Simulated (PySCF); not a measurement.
Compound: vinyldifluoroborane, C2H3BF2.
Numbering: `[CH2:1]=[CH:2][B:3]([F:4])[F:5]` (hydrogens: H6, H7 on C1; H8 on C2)

Method: PBE0-D3(BJ)/def2-SVP geometry optimisation, gas phase in PySCF 2.14.0.

(1) Give the optimised bond lengths and angles.

Results:

(1) 
```json
{"bond": "C1=C2", "length (pm)": "134.0", "order": "double"}
{"bond": "C2–B3", "length (pm)": "154.7", "order": "single"}
{"bond": "B3–F4, B3–F5", "length (pm)": "132.2", "order": "single"}
{"bond": "C1–H6", "length (pm)": "109.5", "order": "single"}
{"bond": "C1–H7", "length (pm)": "109.5", "order": "single"}
{"bond": "C2–H8", "length (pm)": "109.5", "order": "single"}
```

Bonds in one row agree within 1 pm and their mean is given. Orders are formal, as drawn. A selection of angles:
```json
{"angle": "C2–C1–H6", "degrees": "120.9"}
{"angle": "C2–C1–H7", "degrees": "122.6"}
{"angle": "H6–C1–H7", "degrees": "116.5"}
{"angle": "C1–C2–B3", "degrees": "120.9"}
{"angle": "C1–C2–H8", "degrees": "119.4"}
{"angle": "B3–C2–H8", "degrees": "119.6"}
{"angle": "C2–B3–F4", "degrees": "122.0"}
{"angle": "F4–B3–F5", "degrees": "116.7"}
```

Torsions: C1–C2–B3–F4 180° (antiperiplanar).

The 5 heavy atoms lie in one plane (0.000 Å rms). Of the pairs four or more bonds apart, F5···H6 is among the closest relative to their van der Waals radii: 2.60 Å, 97 % of the sum of Bondi's values. B3 (three-coordinate boron) is planar (angles 122.0°, 121.2° and 116.7°, sum 360.0°, 0.00 Å off the plane of its three neighbours).

Point group: Cs (tolerance 0.08 Å). Stationary, but not proved a minimum.

The run took 23 s on one thread of an Arm Neoverse V1 (shared host), and the process peaked at 0.33 GiB of memory. These figures are those of the optimisation.
